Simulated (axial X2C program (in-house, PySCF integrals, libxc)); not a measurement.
CaF⁻: cheaper levels and CCSD(T), 2c

All values were computed with an in-house relativistic program for diatomic molecules. Two-component (2c) means X2C with spin–orbit coupling and atomic mean-field two-electron Coulomb and Gaunt terms. Basis: Ca dyall-acv3z [12s13p7d5f], F dyall-av3z [7s6p3d2f] (cores contracted in-house); Gaussian nuclei, density fitting, unrestricted open shells. Masses: Ca 39.963 u, F 18.998 u.

State: Ω = 0 (closed shell); fragments Ca + F-.

| level | Re (Å) | ωe (cm⁻¹) | De (eV) |
| --- | --- | --- | --- |
| PBE0 | 1.992 | 520.2 | 3.31 |
| HF | 2.030 | 513.0 | 3.23 |
| MP2 | 2.059 | 482.3 | 3.06 |
| CCSD | 2.054 | 490.4 | 3.18 |
| BHandHLYP | 2.007 | 517.5 | 3.17 |

Correlated methods: 10 electrons correlated (number of frozen shells: Ca 3 s, 2 p; F 1 s), 280 virtual spin orbitals or spinors in MP2, 90 natural virtuals in coupled cluster.

CCSD(T), same Hamiltonian and basis:

Re = 2.058 Å, ωe = 485.7 cm⁻¹, De = 3.15 eV; T1 = 0.022 (Lee–Taylor normalisation).

Q: Give the differences from CCSD(T) in the columns below.

A: 

```csv
level,ΔRe (Å),Δωe (cm⁻¹),ΔDe (eV)
PBE0,-0.066,35,0.16
HF,-0.028,27,0.08
MP2,0.001,-3,-0.09
CCSD,-0.004,5,0.03
BHandHLYP,-0.051,32,0.02
```

Occupations by symmetry block were frozen at the best pattern of an incomplete PBE0 search. De is counted from the lowest determinant-based energies of the atoms at the same level, without counterpoise correction. CCSD and (T) use frozen natural virtuals with an MP2 correction for the truncation; (T) itself is uncorrected, so its De runs slightly low. The outer-core s and p shells of the metal are frozen in the correlated rows, which leaves out core–valence correlation; for alkali and alkaline-earth bonds that tends to lengthen them. The highest occupied level of some functionals is positive through self-interaction error; at Hartree–Fock it is bound. Hartree–Fock gets electron affinities wrong, so its lowest charge split need not be the true one.
